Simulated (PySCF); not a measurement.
Compound: C2H4ClNSi.
Geometry (GFN2-xTB, Å), atoms numbered from 1 in this order:
```
atom  x, y, z in Å
N1    -1.5110    2.1269    0.6407
C2    -1.2071    1.0891    0.2679
C3    -0.8000   -0.2050   -0.1865
Si4    1.0851   -0.4762    0.0774
Cl5    2.0873    0.8105   -1.0910
H6    -1.3703   -0.9567    0.3614
H7    -1.0547   -0.2935   -1.2451
H8     1.3736   -1.8491   -0.3288
H9     1.4106   -0.2401    1.4789
```

Lines to be assigned: C 1s: 292.10 (area 1), 292.37 (area 1) eV; N 1s: 404.97 eV; Si 1s: 1848.19 eV; Si 2p3/2: 108.35 eV; Cl 1s: 2829.22 eV; Cl 2p3/2: 206.63 eV.

Theory: delta-SCF UKS SCAN, pcX-2 on the ionised atom, pcseg-1 elsewhere, spin-free X2C (PySCF). One conformer (not necessarily the lowest) at the GFN2-xTB geometry, without solvent, vibrations or thermal averaging.

Question: Which carbon gives which C 1s line?

Answer: 292.10 eV: C3 (sp3 carbon bound to silicon); 292.37 eV: C2 (nitrile carbon). Lowest listed C 1s: C3, bonded to C, 2 H and Si. Highest, 0.27 eV above it: C2, bonded to N (triple bond) and C. Summing the Pauling electronegativity differences to the bonded atoms, each weighted by its formal bond order, gives -1.35 for the lowest site and +1.47 for the highest.

Bonded neighbours of each site: N1: C (triple bond); C2: N (triple bond) and C; C3: C, 2 H and Si; Si4: Cl, C and 2 H; Cl5: Si.

Question: Express the binding energy of C 1s of C2 in atomic units and per mole.

Answer: 292.37 eV = 10.7444 Eh = 28209 kJ/mol.

The 2p values add to the ΔSCF energy of one spin-free hole a correction within the shell (spin–orbit coupling, ligand field). 2p1/2 minus 2p3/2 (ligand field included): Si 0.63 eV, Cl 1.65 eV.
